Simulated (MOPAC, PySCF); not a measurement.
H$_{8}$N$_{4}$Si, SMILES `N[Si](N)(N)N`, neutral singlet in the gas phase. 

Cartesian coordinates (Å):
```xyz
13

N     -0.8783    -1.4607     0.2285
Si     0.0000     0.0000     0.0000
N     -0.7915     1.1038    -1.0547
N      0.1557     0.5957     1.6056
N      1.5141    -0.2389    -0.7795
H     -1.6891    -1.4801     0.8267
H     -0.9512    -2.1361    -0.5152
H     -0.3031     1.9113    -1.4081
H     -1.7792     1.2792    -0.9647
H      0.4364    -0.0193     2.3529
H      0.4554     1.5425     1.7738
H      2.2751    -0.6857    -0.2939
H      1.5558    -0.4120    -1.7714
```
Charge 0, spin multiplicity 1.

All levels are single points at this geometry (B3LYP-D3(BJ)/def2-TZVP); Pople sets use spherical d functions. Orbital energies aren't observables, and empty levels follow the basis.

HF/3-21G in PySCF gives gap (eV) = 16.63.

### Question
Estimate the gap (eV) from each of these levels: M06-2X/def2-TZVP in PySCF; PBE-D3(BJ)/def2-TZVP in PySCF; B3LYP/3-21G in PySCF; B3LYP/6-311+G** in PySCF; B3LYP/LANL2DZ in PySCF; M06-2X/6-31G* in PySCF; HF/6-31G* in PySCF; HF/STO-3G in PySCF; AM1 in MOPAC; PM3 in MOPAC; PM6 in MOPAC; PM7 in MOPAC.

### Answer

| level | gap (eV) |
|---|---|
| M06-2X/def2-TZVP in PySCF | 9.57 |
| PBE-D3(BJ)/def2-TZVP in PySCF | 5.25 |
| B3LYP/3-21G in PySCF | 8.09 |
| B3LYP/6-311+G** in PySCF | 6.16 |
| B3LYP/LANL2DZ in PySCF | 8.34 |
| M06-2X/6-31G* in PySCF | 10.69 |
| HF/6-31G* in PySCF | 15.56 |
| HF/STO-3G in PySCF | 21.72 |
| AM1 in MOPAC | 12.21 |
| PM3 in MOPAC | 9.55 |
| PM6 in MOPAC | 10.67 |
| PM7 in MOPAC | 10.60 |
